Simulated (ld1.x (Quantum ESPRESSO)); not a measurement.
# Cutoff test, N (Z = 7), ultrasoft

```
Element                 : nitrogen
Generator               : ld1.x (Quantum ESPRESSO) 7.5
Type                    : ultrasoft
Functional              : PW91
Relativity              : scalar-relativistic
Frozen core             : [He]
Valence charge          : 5
Reference configuration : 2s2 2p1.5 (charge +1.5)
Partial waves           : 2s (bound): rcut 0.80, rcutus 0.85 bohr; 2s channel at -2.45 Ry: rcut 0.80, rcutus 0.85 bohr; 2p (bound): rcut 1.30, rcutus 1.55 bohr; 2p channel at 3.1 Ry: rcut 1.30, rcutus 1.55 bohr
Local potential         : all-electron potential smoothed inside 1.00 bohr (lloc = -1)
Core correction         : a·sin(br)/r model core inside 0.45 bohr
Augmentation charge     : PSQ, radius 0.75 bohr
```

The pseudo-atom Hamiltonian at the reference potential is diagonalised in spherical Bessel functions j_l(qr) that vanish at 20 bohr, with q² up to the cutoff. All-electron valence levels (Ry): 2s -2.9817, 2p -2.1192.

Question: How do the lowest levels (Ry) of each channel move with the cutoff, and are there ghosts?

Answer:

| cutoff (Ry) | s #1 | s #2 | p #1 | d #1 | f #1 | Σ f·Δε (mRy) |
| --- | --- | --- | --- | --- | --- | --- |
| 8 | -2.9142 | -0.6709 | -1.7909 | -0.3290 | -0.1371 | 627.4 |
| 12 | -2.9200 | -0.6740 | -1.9970 | -0.3322 | -0.1371 | 306.7 |
| 18 | -2.9299 | -0.6752 | -2.0904 | -0.3334 | -0.1371 | 146.8 |
| 25 | -2.9470 | -0.6781 | -2.1144 | -0.3337 | -0.1371 | 76.8 |
| 40 | -2.9756 | -0.6828 | -2.1189 | -0.3340 | -0.1371 | 12.8 |
| 50 | -2.9804 | -0.6838 | -2.1190 | -0.3340 | -0.1371 | 3.0 |
| 60 | -2.9813 | -0.6840 | -2.1191 | -0.3341 | -0.1371 | 0.9 |
| 80 | -2.9814 | -0.6840 | -2.1191 | -0.3341 | -0.1371 | 0.6 |
| 400 | -2.9817 | -0.6841 | -2.1192 | -0.3341 | -0.1371 | 0.0 |

Result: no extra level below or beside the all-electron valence levels (s, p, d, f tested); 10 mRy is reached at 45 Ry and 1 mRy at 60 Ry.
